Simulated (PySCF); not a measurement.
# Atomic charges against the basis set

Species: C4H6BF.
Structure used (PBE0-D3(BJ)/def2-SVP), in Å, numbered top down from 1:
```xyz
12
C4H6BF angstrom
C      2.1382    0.2809   -0.9085
C      0.9107   -0.1121   -0.5355
C      0.1066    0.6403    0.4098
C     -1.1443    0.3362    0.8375
B     -1.9736   -0.8844    0.3936
F     -3.2071   -1.0262    0.8698
H      2.7327   -0.2941   -1.6224
H      2.5874    1.1947   -0.5060
H      0.4829   -1.0272   -0.9550
H      0.5896    1.5487    0.7957
H     -1.6013    1.0284    1.5553
H     -1.5912   -1.7434   -0.3701
```

PBE0 throughout (PySCF), one geometry, spherical d and f functions. Isolated species at its PBE0-D3(BJ)/def2-SVP geometry (one conformer only). The first 7 of 12 kinds of atom are listed.

Mulliken charges (e):

| basis | functions | C1 | C2 | C3 | C4 | B5 | F6 | H7 |
| --- | --- | --- | --- | --- | --- | --- | --- | --- |
| STO-3G | 36 | -0.154 | -0.087 | -0.062 | -0.194 | +0.238 | -0.094 | +0.088 |
| 6-31G | 66 | -0.365 | -0.099 | -0.146 | -0.358 | +0.481 | -0.308 | +0.174 |
| pcSseg-0 | 66 | -0.395 | -0.279 | -0.168 | -0.638 | +0.655 | -0.317 | +0.236 |
| 6-31G* | 96 | -0.398 | -0.096 | -0.144 | -0.318 | +0.389 | -0.258 | +0.186 |
| cc-pVDZ | 114 | -0.008 | -0.077 | -0.019 | -0.045 | +0.180 | -0.094 | +0.053 |
| def2-SVP | 114 | -0.063 | -0.053 | -0.007 | -0.094 | +0.174 | -0.112 | +0.063 |
| aug-cc-pVDZ | 192 | +0.416 | +1.440 | +0.968 | +0.118 | +0.094 | -0.495 | -0.431 |
| 6-311+G(2d,p) | 198 | -0.435 | +0.176 | +0.036 | -0.474 | +0.464 | -0.346 | +0.134 |
| def2-TZVP | 222 | -0.257 | -0.078 | -0.044 | -0.260 | +0.267 | -0.230 | +0.140 |
| cc-pVTZ | 264 | -0.252 | -0.076 | -0.033 | -0.217 | +0.223 | -0.190 | +0.128 |
| IGLO-III | 270 | -0.216 | -0.063 | -0.009 | -0.317 | +0.535 | -0.354 | +0.122 |

IAO charges (e):

```tsv
basis	functions	C1	C2	C3	C4	B5	F6	H7
STO-3G	36	-0.241	-0.147	-0.097	-0.280	+0.241	-0.133	+0.140
6-31G	66	-0.285	-0.140	-0.072	-0.320	+0.350	-0.293	+0.163
pcSseg-0	66	-0.269	-0.143	-0.071	-0.313	+0.337	-0.277	+0.157
6-31G*	96	-0.275	-0.136	-0.065	-0.324	+0.385	-0.299	+0.156
cc-pVDZ	114	-0.279	-0.137	-0.066	-0.322	+0.370	-0.297	+0.158
def2-SVP	114	-0.269	-0.135	-0.062	-0.319	+0.372	-0.295	+0.153
aug-cc-pVDZ	192	-0.290	-0.140	-0.068	-0.327	+0.378	-0.309	+0.163
6-311+G(2d,p)	198	-0.289	-0.139	-0.067	-0.330	+0.382	-0.311	+0.163
def2-TZVP	222	-0.289	-0.139	-0.067	-0.330	+0.387	-0.312	+0.162
cc-pVTZ	264	-0.289	-0.139	-0.067	-0.330	+0.386	-0.311	+0.162
IGLO-III	270	-0.290	-0.140	-0.068	-0.331	+0.385	-0.312	+0.163
```

Hirshfeld charges (e):

```json
{"basis": "STO-3G", "functions": "36", "C1": "-0.045", "C2": "-0.022", "C3": "+0.002", "C4": "-0.103", "B5": "+0.153", "F6": "-0.031", "H7": "+0.031"}
{"basis": "6-31G", "functions": "66", "C1": "-0.074", "C2": "-0.038", "C3": "-0.002", "C4": "-0.130", "B5": "+0.190", "F6": "-0.133", "H7": "+0.054"}
{"basis": "pcSseg-0", "functions": "66", "C1": "-0.068", "C2": "-0.034", "C3": "+0.002", "C4": "-0.130", "B5": "+0.192", "F6": "-0.125", "H7": "+0.053"}
{"basis": "6-31G*", "functions": "96", "C1": "-0.075", "C2": "-0.040", "C3": "-0.005", "C4": "-0.129", "B5": "+0.192", "F6": "-0.125", "H7": "+0.054"}
{"basis": "cc-pVDZ", "functions": "114", "C1": "-0.073", "C2": "-0.038", "C3": "-0.003", "C4": "-0.133", "B5": "+0.187", "F6": "-0.119", "H7": "+0.053"}
{"basis": "def2-SVP", "functions": "114", "C1": "-0.074", "C2": "-0.038", "C3": "-0.003", "C4": "-0.135", "B5": "+0.195", "F6": "-0.125", "H7": "+0.054"}
{"basis": "aug-cc-pVDZ", "functions": "192", "C1": "-0.079", "C2": "-0.046", "C3": "-0.012", "C4": "-0.139", "B5": "+0.208", "F6": "-0.141", "H7": "+0.057"}
{"basis": "6-311+G(2d,p)", "functions": "198", "C1": "-0.075", "C2": "-0.046", "C3": "-0.013", "C4": "-0.138", "B5": "+0.214", "F6": "-0.148", "H7": "+0.056"}
{"basis": "def2-TZVP", "functions": "222", "C1": "-0.078", "C2": "-0.044", "C3": "-0.011", "C4": "-0.137", "B5": "+0.209", "F6": "-0.143", "H7": "+0.056"}
{"basis": "cc-pVTZ", "functions": "264", "C1": "-0.078", "C2": "-0.042", "C3": "-0.009", "C4": "-0.136", "B5": "+0.205", "F6": "-0.138", "H7": "+0.056"}
{"basis": "IGLO-III", "functions": "270", "C1": "-0.079", "C2": "-0.045", "C3": "-0.012", "C4": "-0.138", "B5": "+0.211", "F6": "-0.144", "H7": "+0.057"}
```

Task: Which scheme is steadiest as the basis changes?

Result: Largest range over the bases for any column: Hirshfeld 0.12 e, IAO 0.18 e, Mulliken 1.72 e. Hirshfeld charges move least and Mulliken charges most, counted in e. Without the minimal STO-3G basis the ranges are Hirshfeld 0.03, IAO 0.05, Mulliken 1.72 e.

Task: How much do the charges still move between the two largest bases, cc-pVTZ and IGLO-III?

Result: At most, over all atoms: Mulliken 0.312 e, IAO 0.002 e, Hirshfeld 0.006 e.

Task: What do the same runs give for the total energy, the frontier levels and the dipole moment?

Result: 
| basis | energy (Eh) | HOMO (eV) | LUMO (eV) | μ (D) |
| --- | --- | --- | --- | --- |
| STO-3G | -276.7941 | -5.05 | 0.83 | 0.89 |
| 6-31G | -280.3520 | -7.10 | -1.85 | 2.64 |
| pcSseg-0 | -279.8025 | -7.40 | -2.11 | 2.57 |
| 6-31G* | -280.4085 | -7.00 | -1.73 | 2.19 |
| cc-pVDZ | -280.4309 | -7.17 | -1.94 | 2.28 |
| def2-SVP | -280.2105 | -7.24 | -2.01 | 2.31 |
| aug-cc-pVDZ | -280.4461 | -7.30 | -2.11 | 2.40 |
| 6-311+G(2d,p) | -280.4999 | -7.31 | -2.12 | 2.46 |
| def2-TZVP | -280.5245 | -7.29 | -2.08 | 2.39 |
| cc-pVTZ | -280.5158 | -7.27 | -2.05 | 2.37 |
| IGLO-III | -280.5314 | -7.30 | -2.11 | 2.41 |

The dipole is fixed by the density alone, so its range of 1.75 D shows that the density itself changes with the basis, not only its division among atoms.
